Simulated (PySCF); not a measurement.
C6H9FO3S.
SMILES with atom numbers: `[CH3:1][O:2][C@@H:3]1[CH:4]=[C:5]([F:6])[C@H:7]([CH3:8])[S:9]1(=[O:10])=[O:11]`

Cartesian coordinates in Å at the GFN2-xTB level; atoms count from 1:
```
atom  x, y, z in Å
C1     2.523   -0.524   -0.586
O2     1.350   -0.910    0.112
C3     0.884    0.026    1.019
C4    -0.239   -0.498    1.839
C5    -1.460   -0.297    1.355
F6    -2.559   -0.676    2.024
C7    -1.646    0.436    0.081
C8    -1.669   -0.428   -1.165
S9    -0.049    1.379    0.109
O10   -0.187    2.516    0.975
O11    0.448    1.620   -1.217
H12    2.333    0.343   -1.221
H13    2.796   -1.381   -1.197
H14    3.332   -0.298    0.116
H15    1.686    0.473    1.618
H16   -0.056   -0.989    2.780
H17   -2.488    1.126    0.131
H18   -0.858   -1.152   -1.127
H19   -2.616   -0.957   -1.251
H20   -1.529    0.203   -2.039
```

NICS = −σ at a ghost point: NICS(0) at the centroid of the ring atoms, NICS(1) 1 Å to either side along the normal of their mean plane, zz for the tensor component along that normal. Level: GIAO PBE0/pcSseg-1 (PySCF, non-relativistic, gas phase) on the GFN2-xTB geometry, one conformer.

Ring bond lengths (Å), with Mayer bond orders in brackets: C3–C4 1.486 (0.99), C4–C5 1.328 (1.81), C5–C7 1.481 (0.98), C7–S9 1.855 (0.79), S9–C3 1.879 (0.77).

Q: Give the NICS values of each ring in ppm.

A: 
```tsv
ring	type	NICS(0)	NICS(1), two faces	NICS(1)zz, two faces	rms pucker (Å)	centre to ring atoms, mean (Å)
C3–C4–C5–C7–S9	5-membered ring with S; formal bonds 1 double, 4 single	-6.1	-2.1 / -4.9	-0.8 / -4.9	0.19	1.34
```

Q: What can be read from them?

A: 
- C3–C4–C5–C7–S9: mean NICS(1)zz -2.9 ppm, near zero. C3, C7, S9 have four or more neighbours, and the NICS criterion for π rings isn't applied. The two faces differ by 4.1 ppm, so no symmetry operation interchanges them.

Q: At the first NICS(1) probe listed for ring C3–C4–C5–C7–S9, 1 Å off the ring, what do the in-plane components average?

A: The isotropic value is a third of the trace: (3 × -2.1 − (-0.8))/2 = -2.8 ppm.

Q: List the ring angles and the Hirshfeld charges of the ring atoms.

A: 
- C3–C4–C5–C7–S9: C3 98.4° (+0.038 e), C4 116.1° (-0.086 e), C5 120.3° (+0.101 e), C7 97.5° (-0.039 e), S9 93.9° (+0.505 e); sum 526.2° against 540° for a flat convex ring.
